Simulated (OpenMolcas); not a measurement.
## Mn3+: CASPT2 settings compared

```yaml
Program: OpenMolcas
Basis: ANO-RCC-VTZP [6s5p3d2f1g]
Scalar_Hamiltonian: DKH2, point nucleus
Active_space: 4 electrons in 5 orbitals (3d)
State_averaging: 2S+1 = 5 even, 5 roots; 2S+1 = 3 even, 30 roots kept (CI in the orbitals of an earlier block)
Spin-orbit_coupling: state interaction with AMFI integrals over the reference wave functions, term energies averaged over their components
```

Methods on the same reference wave functions:
A. CASSCF
B. SS-CASPT2, IPEA 0.6 Eh, sigma1 regulariser 0.1 Eh (closed shells correlated: 3s 3p)
C. SS-CASPT2, IPEA 0.4 Eh, imaginary shift 0.25 Eh (closed shells correlated: 2s 2p 3s 3p)
D. SS-CASPT2, IPEA 0.2 Eh, sigma2 regulariser 0.3 Eh (closed shells correlated: none)

Energies in cm⁻¹ above 3d⁴ ⁵D₀, the measured ground level; measured values from Corliss and Sugar, J. Phys. Chem. Ref. Data 6, 1253 (1977).

```tsv
Level	A	B	C	D	Measured
3d⁴ ⁵D₀	0.0	0.0	0.0	0.0	0.0
3d⁴ ⁵D₁	102	103	103	103	99.0
3d⁴ ⁵D₂	301	304	304	304	287
3d⁴ ⁵D₃	588	592	592	592	552
3d⁴ ⁵D₄	952	954	954	954	886
3d⁴ ³H₄	23751	22320	22210	23060	21281
3d⁴ ³H₅	23934	22500	22400	23250	21475
3d⁴ ³H₆	24192	22770	22670	23510	21679
3d⁴ ³P₀	25645	21890	21510	22060	20654
3d⁴ ³P₁	26196	22440	22060	22610	21279
3d⁴ ³P₂	27301	23540	23160	23710	22325
3d⁴ ³F₂	27355	24150	23800	24830	22791
3d⁴ ³F₃	27403	24200	23850	24900	22862
3d⁴ ³F₄	27556	24350	24010	25050	22959
```

Deviations, from unrounded energies. A percentage is the sum of absolute deviations over the sum of measured energies, with the sign that they share, or ± where signs differ.

```tsv
Against measurement	Levels	A	B	C	D
mean absolute deviation (cm-1)	13	2800	850	650	1200
fine structure of the ground term (%)	4	+6.5	+7.1	+7.1	+7.1
other terms of the ground configuration (%)	9	+18.3	+5.5	+4.2	+7.9
```

C lies closest to measurement on these levels and A furthest from it. The largest miss of C in the table is 3d⁴ ³F₄, by +1100 cm-1. The ranking rests on the paired levels alone, and a cruder setting can come out closer through cancelling errors.

Among B to D the level of the table that moves most is 3d⁴ ³F₄, by 1000 cm-1 (lowest in C, highest in D). Moves below CASPT2's spread within the term are not significant.

From A to B the spin-free energies of the other terms of 3d⁴ shown, above ⁵D, scale by factors of 0.86 to 0.94, as is usual when dynamic correlation screens the repulsion within a d or f shell.

The lowest spin-free term lies below A's lowest term by 0.358 hartree in B, 0.404 hartree in C, 0.045 hartree in D.

Term energies are means over components that CASPT2 splits; among the terms shown or strongly mixed into the levels shown the widest spread is 170 cm-1 (3d⁴ ³F, B). Terms from blocks run as CI alone lack orbitals of their own. Without dynamic correlation excited terms often stand tens of per cent too high (terms of higher spin than the ground term too low), and those without a measured partner can miss by more than the paired ones (holds for A). Computed and measured levels are paired by configuration, term and J; levels that our copy of the source lacks, or whose pairing is in doubt (as where it misses far off the trend of its configuration), stay unpaired and out of the deviations. Only configurations of the active space appear. Levels that lie high or do not pair safely by name in every column are left out.
